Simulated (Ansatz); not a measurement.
`[CH3][Ga]([OH])[OH]` + `CCl` → `[CH3][Ga]([OH])[CH2]Cl` + H₂O  (formal exchange of groups at a Ga–O bond)

Program: Ansatz. Geometries: PBE0-D4/def2-TZVP. ΔE: electronic, gas phase. CCSD(T)/CBS adds triple-zeta CCSD(T) − MP2 to the extrapolated MP2 energy (def2 sets, frozen cores). This one scheme is used for every species. Functionals use def2-TZVPP. For Ga outer-core shells are correlated without core-valence functions, which leaves a few kJ/mol of doubt a bond. Scalar relativity is left out up to krypton. One conformer a species, not always the lowest.

```tsv
species	ωB97M-V energy (Eh)
`[CH3][Ga]([OH])[OH]`	-2116.40054
`CCl`	-500.08594
`[CH3][Ga]([OH])[CH2]Cl`	-2540.02294
H₂O	-76.43342
```

(1) Work out ΔE.

Largest T1 diagnostic among the species: 0.014.

Results:

(1) ΔE = (-2540.02294) + (-76.43342) − (-2116.40054) − (-500.08594) = 0.03012 Eh = +79.1 kJ/mol. CCSD(T)/CBS gives +76.1 kJ/mol.

In def2-TZVPP, CCSD(T) changes the Hartree–Fock value by −18.8 kJ/mol (the triples alone add −2.2 kJ/mol) and MP2 by −18.0 kJ/mol. The D4 term adds −7.5 kJ/mol with B3LYP and −4.4 kJ/mol with PBE0; it sums over pairs of atoms, weighted by their polarisabilities, and B3LYP, whose exchange is more repulsive, gets the larger term.

B3LYP here is the variant with VWN-RPA as its local correlation; programs differ in this.
